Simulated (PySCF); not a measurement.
Record of a relaxation.

C₅H₃F₂N.
Numbering: `[CH2:1]=[C:2]([F:3])/[C:4]([F:5])=[CH:6]/[C:7]#[N:8]` (hydrogens: H9, H10 on C1; H11 on C6)

Computed by this run: PBE0-D3(BJ)/def2-SVP geometry optimisation, gas phase in PySCF 2.14.0; density fitting, grid level 2; the optimiser is geomeTRIC in internal coordinates, started from a GFN2-xTB structure. The frame can shift and turn from step to step; on so coarse a grid that alone can change the energy by a few meV, and forces under 0.02 eV/Å are noise.

Step 0: E = -12133.4608 eV, largest atomic force 1.834 eV/Å
```
atom  x, y, z in Å  |  force x, y, z in eV/Å
C1      2.151    0.193   -0.600   -0.218  -0.052   0.003
C2      1.059    0.352    0.139    0.030   0.461   0.765
F3      1.110    1.047    1.294   -0.172  -0.361  -0.548
C4     -0.267   -0.162   -0.164    0.061  -0.414  -0.731
F5     -0.334   -0.854   -1.310    0.048   0.434   0.730
C6     -1.356    0.013    0.603    0.207   0.013  -0.066
C7     -2.621   -0.501    0.276    1.142   0.371   0.136
N8     -3.661   -0.914    0.026   -1.672  -0.650  -0.381
H9      2.111   -0.359   -1.520   -0.117  -0.320  -0.491
H10     3.091    0.613   -0.293    0.479   0.270   0.252
H11    -1.277    0.574    1.522    0.213   0.249   0.332
```

Step 1: E = -12133.4753 eV, largest atomic force 0.472 eV/Å
```
atom  x, y, z in Å  |  force x, y, z in eV/Å
C1      2.179    0.143   -0.490    0.098  -0.002   0.030
C2      1.050    0.388    0.175   -0.161   0.020  -0.259
F3      0.973    1.302    1.134    0.077   0.017   0.162
C4     -0.233   -0.252   -0.108    0.122  -0.129   0.437
F5     -0.157   -1.266   -0.943   -0.094   0.073  -0.344
C6     -1.394    0.100    0.475    0.033   0.073  -0.024
C7     -2.642   -0.481    0.144   -0.032  -0.035   0.078
N8     -3.688   -0.911   -0.116    0.007  -0.049  -0.012
H9      2.172   -0.558   -1.324    0.034  -0.088   0.119
H10     3.106    0.651   -0.215   -0.046   0.049  -0.059
H11    -1.366    0.883    1.237   -0.039   0.071  -0.128
```

Step 2: E = -12133.5045 eV, largest atomic force 0.175 eV/Å
```
atom  x, y, z in Å  |  force x, y, z in eV/Å
C1      2.183    0.136   -0.481   -0.012  -0.095  -0.024
C2      1.047    0.388    0.169    0.076  -0.034  -0.099
F3      0.997    1.287    1.147   -0.116   0.033   0.037
C4     -0.242   -0.241   -0.112    0.045   0.111   0.127
F5     -0.202   -1.202   -1.014    0.057   0.032  -0.040
C6     -1.399    0.118    0.475    0.032  -0.067  -0.029
C7     -2.635   -0.498    0.157   -0.086   0.074   0.022
N8     -3.667   -0.965   -0.092    0.024  -0.043   0.006
H9      2.196   -0.603   -1.280   -0.001  -0.004  -0.005
H10     3.101    0.662   -0.215   -0.012   0.004   0.007
H11    -1.380    0.919    1.216   -0.007  -0.011  -0.003
```

Step 3: E = -12133.5032 eV, largest atomic force 0.195 eV/Å
```
atom  x, y, z in Å  |  force x, y, z in eV/Å
C1      2.184    0.123   -0.475    0.056   0.097   0.138
C2      1.050    0.405    0.166   -0.174  -0.022   0.055
F3      0.970    1.305    1.145    0.173   0.041  -0.081
C4     -0.236   -0.219   -0.121   -0.007  -0.006  -0.134
F5     -0.168   -1.148   -1.056   -0.136  -0.093  -0.002
C6     -1.401    0.115    0.465    0.034  -0.051   0.045
C7     -2.640   -0.506    0.167    0.041   0.036  -0.074
N8     -3.670   -0.988   -0.066    0.013  -0.024   0.015
H9      2.192   -0.634   -1.257   -0.030   0.032  -0.006
H10     3.107    0.642   -0.214    0.021  -0.007   0.014
H11    -1.387    0.906    1.216    0.011  -0.004   0.032
```

Step 4: E = -12133.5099 eV, largest atomic force 0.062 eV/Å
```
atom  x, y, z in Å  |  force x, y, z in eV/Å
C1      2.188    0.125   -0.467    0.002  -0.013   0.023
C2      1.045    0.406    0.158   -0.012   0.010   0.003
F3      0.975    1.318    1.125    0.009   0.007  -0.020
C4     -0.241   -0.218   -0.132   -0.036   0.000  -0.034
F5     -0.194   -1.152   -1.063    0.012  -0.001  -0.003
C6     -1.400    0.114    0.468    0.000  -0.026   0.056
C7     -2.637   -0.508    0.165    0.013   0.029  -0.032
N8     -3.665   -0.993   -0.069    0.007  -0.018   0.007
H9      2.201   -0.630   -1.251    0.006   0.005  -0.007
H10     3.109    0.643   -0.194    0.000   0.000   0.003
H11    -1.380    0.895    1.230   -0.001   0.007   0.003
```

Step 5: E = -12133.5106 eV, largest atomic force 0.062 eV/Å
```
atom  x, y, z in Å  |  force x, y, z in eV/Å
C1      2.187    0.121   -0.462    0.006  -0.016  -0.001
C2      1.041    0.414    0.153    0.010   0.024   0.010
F3      0.976    1.335    1.111   -0.018   0.002   0.002
C4     -0.247   -0.207   -0.135    0.060   0.015  -0.007
F5     -0.200   -1.136   -1.071   -0.026   0.009   0.007
C6     -1.402    0.116    0.477    0.003  -0.052  -0.019
C7     -2.631   -0.515    0.161   -0.042   0.025   0.018
N8     -3.650   -1.014   -0.082    0.005  -0.011  -0.002
H9      2.203   -0.638   -1.243   -0.002   0.001   0.003
H10     3.108    0.635   -0.186    0.001   0.005   0.001
H11    -1.386    0.889    1.247    0.003  -0.002  -0.012
```

Step 6: E = -12133.5109 eV, largest atomic force 0.030 eV/Å
```
atom  x, y, z in Å  |  force x, y, z in eV/Å
C1      2.191    0.122   -0.453    0.002  -0.001  -0.004
C2      1.038    0.421    0.147    0.013   0.001  -0.004
F3      0.963    1.348    1.099   -0.011  -0.007  -0.002
C4     -0.246   -0.203   -0.146   -0.021  -0.019  -0.004
F5     -0.201   -1.124   -1.091    0.023   0.018   0.008
C6     -1.400    0.106    0.474   -0.007   0.015   0.005
C7     -2.634   -0.520    0.163    0.007  -0.010   0.002
N8     -3.653   -1.021   -0.073   -0.003   0.000  -0.002
H9      2.215   -0.641   -1.229   -0.005  -0.002   0.004
H10     3.109    0.639   -0.170    0.002   0.003  -0.001
H11    -1.381    0.874    1.249   -0.001   0.001  -0.003
```

**Question.** Summarise the path.

**Answer.** The energy falls by 1.16 kcal/mol from step 0 to step 6; nine tenths of that is first reached at step 4. It rises by more than 0.2 meV at step 3. The largest force goes from 1.834 to 0.030 eV/Å. Among the bonds C4–F5 changes most, from 1.340 to 1.320 Å; the atoms move by 0.019 Å rms after alignment.

**Question.** Follow the three bonds and two angles with the largest change from start to end.

**Answer.** 
```csv
step,E above end (kcal/mol),largest force (eV/Å),C4–F5 (Å),C2–F3 (Å),C1–H10 (Å),C7–C6–H11 (°),C4–C6–H11 (°)
0,1.16,1.834,1.340,1.349,1.075,117.0,119.6
1,0.82,0.472,1.316,1.328,1.091,118.7,117.9
2,0.15,0.175,1.319,1.330,1.091,119.1,118.5
3,0.18,0.195,1.319,1.331,1.090,118.3,117.9
4,0.03,0.062,1.320,1.331,1.090,118.6,118.1
5,0.01,0.062,1.320,1.331,1.090,119.0,118.5
6,0.00,0.030,1.320,1.331,1.090,118.8,118.3
```

The cost below is that of the whole optimisation. The run took 45 s wall on one thread, Arm Neoverse V1 (aarch64), on a shared host, and the process peaked at 0.66 GiB of memory.
